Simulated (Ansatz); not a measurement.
`C=[C](O)[Al]([F])[F]`. Charge 0, multiplicity 1. The geometry is a stationary point of PBE0-D4/def2-TZVP. It is one conformer, not always the lowest.

```xyz
9

C    -1.102   -0.036   -1.003
C    -0.076   -0.418   -0.238
O     0.391   -1.698   -0.339
Al    0.677    0.887    0.968
F     1.940    0.421    1.912
F     0.106    2.418    1.077
H    -1.578   -0.715   -1.706
H    -1.484    0.975   -0.936
H     1.125   -1.834    0.265
```

(1) What is the dipole moment at PBE/def2-TZVPP? (Best estimate.)

(2) And with r2SCAN, B3LYP, ωB97M-V? (Estimate.)

(3) Give the Mulliken charges with PBE, r2SCAN, B3LYP in def2-TZVPP. (Best estimate.)

Answers

(1) Computed: 0.80 D, with components (0.09, -0.76, -0.23) D in this frame, pointing from negative to positive charge.

(2) The calculation gave: r2SCAN 0.72 D, B3LYP 0.67 D, ωB97M-V 0.59 D.

(3) Ansatz gave: 
```
atom    PBE  r2SCAN  B3LYP
  C1  -0.24   -0.21  -0.26
  C2   0.03    0.00   0.04
  O3  -0.24   -0.30  -0.28
 Al4   0.66    0.82   0.77
  F5  -0.31   -0.35  -0.35
  F6  -0.31   -0.35  -0.35
  H7   0.08    0.08   0.10
  H8   0.11    0.09   0.12
  H9   0.21    0.22   0.21
```

B3LYP here is the variant with VWN-RPA as its local correlation; programs differ in this.
